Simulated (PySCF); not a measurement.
Species: `c1ccn2cccc2c1`. The columns A, B, C and D hold Mulliken, IAO, Hirshfeld and ESP-fitted charges (e) of one PBE0/pcSseg-1 density (PySCF), in a shuffled order. Coordinates in Å (GFN2-xTB); the density's dipole moment is (0.64, 1.00, -0.04) D.

```json
{"atom": "C1", "x": "2.160", "y": "-0.391", "z": "0.061", "A": "-0.021", "B": "-0.175", "C": "-0.154", "D": "-0.066"}
{"atom": "C2", "x": "1.920", "y": "1.002", "z": "-0.017", "A": "-0.219", "B": "-0.189", "C": "-0.181", "D": "-0.071"}
{"atom": "C3", "x": "0.649", "y": "1.476", "z": "-0.064", "A": "+0.249", "B": "-0.064", "C": "-0.319", "D": "+0.005"}
{"atom": "N4", "x": "-0.402", "y": "0.616", "z": "-0.039", "A": "-0.667", "B": "-0.011", "C": "+0.474", "D": "+0.023"}
{"atom": "C5", "x": "-1.729", "y": "0.869", "z": "-0.077", "A": "+0.146", "B": "-0.147", "C": "-0.548", "D": "-0.047"}
{"atom": "C6", "x": "-2.404", "y": "-0.332", "z": "-0.029", "A": "-0.140", "B": "-0.190", "C": "-0.024", "D": "-0.085"}
{"atom": "C7", "x": "-1.461", "y": "-1.359", "z": "0.041", "A": "-0.163", "B": "-0.245", "C": "-0.568", "D": "-0.108"}
{"atom": "C8", "x": "-0.207", "y": "-0.765", "z": "0.035", "A": "+0.307", "B": "+0.058", "C": "+0.271", "D": "+0.025"}
{"atom": "C9", "x": "1.108", "y": "-1.259", "z": "0.086", "A": "-0.090", "B": "-0.157", "C": "-0.335", "D": "-0.053"}
{"atom": "H10", "x": "3.176", "y": "-0.751", "z": "0.099", "A": "+0.090", "B": "+0.156", "C": "+0.157", "D": "+0.050"}
{"atom": "H11", "x": "2.750", "y": "1.689", "z": "-0.039", "A": "+0.099", "B": "+0.162", "C": "+0.169", "D": "+0.053"}
{"atom": "H12", "x": "0.411", "y": "2.528", "z": "-0.124", "A": "+0.101", "B": "+0.163", "C": "+0.200", "D": "+0.062"}
{"atom": "H13", "x": "-2.107", "y": "1.871", "z": "-0.135", "A": "+0.087", "B": "+0.159", "C": "+0.244", "D": "+0.053"}
{"atom": "H14", "x": "-3.470", "y": "-0.448", "z": "-0.044", "A": "+0.082", "B": "+0.160", "C": "+0.165", "D": "+0.052"}
{"atom": "H15", "x": "-1.657", "y": "-2.411", "z": "0.089", "A": "+0.056", "B": "+0.157", "C": "+0.247", "D": "+0.048"}
{"atom": "H16", "x": "1.253", "y": "-2.326", "z": "0.146", "A": "+0.083", "B": "+0.163", "C": "+0.203", "D": "+0.057"}
```

**Question.** Which column most likely holds the ESP-fitted charges?

**Answer.** C. Σ q r misses the density's dipole by 0.01 D (C), 0.08 D (D), 0.21 D (B), 0.66 D (A). Charges fitted to the outside potential are the only set here that is tied to the molecule's multipoles.

**Question.** And the Hirshfeld charges?

**Answer.** D. The mean sizes are 0.054 e (D), 0.147 e (B), 0.163 e (A), 0.266 e (C), and Hirshfeld charges are commonly the smallest of these schemes.

As computed, A = Mulliken, B = IAO, C = ESP-fitted, D = Hirshfeld. Hydrogens on carbon: Mulliken +0.06 to +0.10, IAO +0.16 to +0.16, ESP-fitted +0.16 to +0.25, Hirshfeld +0.05 to +0.06 e.

The IAO scheme counts the electrons in orthogonalised intrinsic atomic orbitals, a minimal basis polarised so that it spans the occupied orbitals exactly. The Hirshfeld scheme divides the density at each point in proportion to the densities of the neutral, spherically averaged free atoms.

Geometry: GFN2-xTB; no solvent, vibrations or thermal averaging.

These values come from a run that also computed NMR shieldings. The run took 37 s wall on one thread, Arm Neoverse V1, on a shared host.
